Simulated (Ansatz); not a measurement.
Program: Ansatz 0.2.0.

A structure relaxed at PBE0-D4/def2-TZVP, charge 0, multiplicity 1:

```xyz
11

N     1.515   -0.112   -0.350
C     0.307   -0.922   -0.315
B    -1.011   -0.185    0.064
P    -1.075    1.660    0.396
H     2.325   -0.667   -0.592
H     1.437    0.617   -1.049
H     0.125   -1.517   -1.229
H     0.413   -1.685    0.474
H    -2.041   -0.796    0.025
H     0.079    1.852    1.185
H    -2.072    1.755    1.390
```

(1) Give its formula and SMILES.

(2) Summarise the bond lengths by kind.

Results:

(1) CH7BNP, `NCBP`.

(2) 1 × C–N 1.454 Å; 2 × H–N 1.012 Å; 1 × B–C 1.558 Å; 2 × C–H 1.103 to 1.106 Å; 1 × B–P 1.876 Å; 1 × B–H 1.198 Å; 2 × H–P 1.411 to 1.412 Å.
